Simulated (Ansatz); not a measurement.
AgAu₂⁻, relaxed as a triplet with UKS PBE0-D4/def2-TZVPD in Ansatz, starting from the PBE0-D4/def2-TZVPD geometry of the charge -1 singlet. Force threshold 0.02 eV/Å.

In the def2 sets Ag, Au take a core potential; there is no spin–orbit coupling. The relaxation made no stability test and no search for a lower SCF solution. At PBE0-D4/def2-TZVPD a singlet of charge -1 lies 1.19 eV below the triplet, each at its own geometry. The structure comes from a short search, and lower isomers may exist.

Start:

```xyz
3

Au    2.1294   -0.1047    1.5291
Au   -2.1301    0.1142   -1.5274
Ag    0.0007   -0.0096   -0.0017
```

Estimate the energy that the relaxation releases and the steps that it takes.

120.6 kJ/mol, in 16 steps; 42 s on 4 threads of Arm Neoverse V2 on a shared host. No frequencies were taken in this run, so the end may be a saddle point.

Does the start keep its bonding and symmetry?

Bonds formed: Au1–Au2 (atoms count from 1). Point group D∞h at the start, C2v at the end, both within 0.05 Å.

Predict the relaxed structure.


```xyz
3

Au    1.028    0.742    0.925
Au   -1.151    0.854   -0.638
Ag    0.124   -1.595   -0.287
```
Bond lengths (bridged metal pairs left out): 2 × Ag–Au 2.78 Å; 1 × Au–Au 2.68 Å.
